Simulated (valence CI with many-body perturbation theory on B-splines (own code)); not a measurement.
**Which ion has this spectrum?**

A relativistic CI+MBPT calculation for an atom or ion with 21 electrons gives these levels (cm⁻¹):

```tsv
J	Parity	E	g
3/2	even	0	0.71
5/2	even	426125	1.05
3/2	even	475402	1.17
7/2	even	502579	1.04
9/2	even	503685	1.04
1/2	even	515958	1.81
5/2	even	690778	1.25
7/2	even	920107	1.11
9/2	even	954433	1.13
3/2	even	994266	1.11
1/2	even	1016595	1.50
11/2	even	1028140	1.08
5/2	even	1031500	1.27
5/2	even	1094431	1.10
```

The energies are calculated, and their last digits are not significant.

Task: Which is it?
A. Ta52+
B. Lu50+
C. W53+
D. Hf51+

Result: B. Lu50+, ground level (3d3/2^3) J=3/2.
